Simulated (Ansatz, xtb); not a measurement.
Relative energy of two isomers of C5H3ClO2

Structure a: `O=c1cc(Cl)cco1`, a singlet. Structure b: `C=C1C=C(Cl)C(=O)O1`, a singlet. Both are isolated molecules in the gas phase, relaxed with B3LYP-D3(BJ)/def2-SVP.

a (Å):

```csv
atom,x (Å),y (Å),z (Å)
C,-0.9053,-0.2910,-0.6183
C,0.4874,-0.4927,-0.2565
C,0.8440,-1.4382,0.6569
C,-0.1413,-2.2655,1.2918
C,-1.4341,-2.0611,0.9402
Cl,2.5083,-1.6758,1.0862
O,-1.3530,0.4988,-1.4003
O,-1.8182,-1.1446,0.0498
H,1.2186,0.1458,-0.7501
H,0.1353,-3.0229,2.0224
H,-2.2749,-2.6247,1.3512
```

b (Å):

```
atom    x (Å)    y (Å)    z (Å)
   C  -2.3009  -1.1213   0.1479
   C  -0.9682  -1.1535   0.2836
   C  -0.0921  -2.2801   0.5772
   C   1.1691  -1.8035   0.6117
   C   1.1368  -0.3358   0.3371
  Cl   2.6377  -2.6222   0.9061
   O   2.0181   0.4655   0.2747
   O  -0.1962  -0.0189   0.1488
   H  -2.8803  -2.0378   0.2611
   H  -2.8166  -0.1865  -0.0752
   H  -0.4287  -3.3029   0.7336
```

Quicker runs give these differences E(b) − E(a): GFN2-xTB +9.1 kcal/mol; HF/STO-3G +5.7 kcal/mol (at GFN2-xTB geometries); r2SCAN-D4/def2-SVP +7.5 kcal/mol (at GFN2-xTB geometries).

Question: Estimate E(b) − E(a) at the level CCSD(T)/def2-SVP + ΔMP2/def2-TZVPP.

Answer: Calculated at CCSD(T)/def2-SVP + ΔMP2/def2-TZVPP: E(b) − E(a) = +4.7 kcal/mol, so structure a lies lower.

Level by level:

```csv
level,geometry,E(b) − E(a) (kcal/mol),departure from the last row (kcal/mol),"job, with rough time for the two"
GFN2-xTB,GFN2-xTB,+9.1,+4.4,"optimisation, 0.14 s"
HF/STO-3G,GFN2-xTB,+5.7,+0.9,"single point, 0.36 s"
r2SCAN-D4/def2-SVP,GFN2-xTB,+7.5,+2.8,"single point, 3.4 s"
B3LYP-D3(BJ)/def2-SVP,B3LYP-D3(BJ)/def2-SVP,+8.0,+3.3,"optimisation, 29 s"
HF/def2-SVP,B3LYP-D3(BJ)/def2-SVP,+5.8,+1.0,part of the CCSD(T) run
MP2/def2-SVP,B3LYP-D3(BJ)/def2-SVP,+7.4,+2.6,part of the CCSD(T) run
CCSD(T)/def2-SVP,B3LYP-D3(BJ)/def2-SVP,+5.7,+1.0,single point
CCSD(T)/def2-SVP + ΔMP2/def2-TZVPP,B3LYP-D3(BJ)/def2-SVP,+4.7,,"single point, 57 s"
```

As drawn, both hold the same kinds of bond in the same numbers. Structure a has a 6-membered ring, b a 5-membered ring.

None of the levels shown reverses the order. The largest departure from CCSD(T)/def2-SVP + ΔMP2/def2-TZVPP is that of GFN2-xTB, 4.4 kcal/mol. The last row adds to CCSD(T) the change of the MP2 difference between the two basis sets, here −1.0 kcal/mol.

With thermal terms from frequencies at re-optimised GFN2-xTB minima (ideal gas, soft modes damped towards free rotors, one conformer each, 298.15 K, 1 atm): on the last row, ΔE + ΔZPE = +4.2, ΔH = +4.4, ΔG = +4.0 kcal/mol.

The correlated steps freeze 12 core orbitals. Programs: Ansatz 0.2.0, xtb 6.7.1; the last row on 4 threads of Arm Neoverse V1 on a shared host.
